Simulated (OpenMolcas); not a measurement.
## Mn, Tc, Re: d⁵ s² down the group

```json
{
  "Program": "OpenMolcas",
  "Method": "SS-CASPT2, IPEA 0.25 Eh, imaginary shift 0.1 Eh",
  "Basis": "ANO-RCC-VQZP",
  "Scalar Hamiltonian": "DKH2, point nucleus",
  "Spin-orbit coupling": "RASSI with atomic mean-field integrals over the reference wave functions, term energies averaged over their components"
}
```

Active space for each ion: 5 electrons in 5 orbitals (d); closed shells correlated by CASPT2: Mn 3s 3p 4s; Tc 4s 4p 5s; Re 5s 5p 6s.

Computed levels in cm-1 above ⁶S_5/2:

```
                               Level     Mn     Tc     Re
                              ⁴G_7/2  25670  18760  16650
                             ⁴G_11/2  25680  18800  17550
                              ⁴G_9/2  25680  18850  17990
                              ⁴P_1/2  28300  21010  18810
                              ⁴D_7/2  30850  21590  20380
                              ⁴D_1/2  30900  22280  22940
                              ⁴D_3/2  30940  22720  16720
                             ²I_11/2  37490  27870  25680
                             ²I_13/2  37530  28190  27830
weight of ⁶S in the lowest level (%)    100     99     90
```

Mixed levels, with the weight of the term that names them: Tc ⁴P_1/2 (60 %), Tc ⁴D_1/2 (60 %), Tc ⁴D_3/2 (52 %), Re ⁴G_7/2 (66 %), Re ⁴P_1/2 (57 %), Re ⁴D_7/2 (71 %), Re ⁴D_1/2 (60 %), Re ⁴D_3/2 (50 %).

Measured, with the error of the calculation in %. Measured levels: Re from NIST Handbook of Basic Atomic Spectroscopic Data.

```json
{"Level": "⁴G_7/2", "Re": "15058 (+10.6)"}
{"Level": "⁴G_11/2", "Re": "16307 (+7.6)"}
{"Level": "⁴G_9/2", "Re": "16619 (+8.2)"}
```

Without spin-orbit coupling ⁴G lies 25670, 18770, 17220 cm-1 above ⁶S in that order; the difference to the level ⁴G_7/2, of either sign, comes from spin-orbit coupling, which also lowers the zero.

Term energies are means over components that CASPT2 splits; among the terms shown or strongly mixed into the levels shown the widest spread is 390 cm-1 (3d⁵ 4s² ²I, Mn). Some high roots are left out of the spin-orbit mixing, which shifts the levels that they would mix with. With the s shell closed, the reference lacks s² → p², s² → d² and s → d mixing, so excited terms can stand far too high and out of order, with CASPT2 too. Measured partners are found by configuration, term and J. A level has none where our copy of the source lacks it or the pairing is in doubt (some pairs that miss far off the trend of their configuration count as doubtful), and it then counts in no deviation. Only configurations of the active space appear.
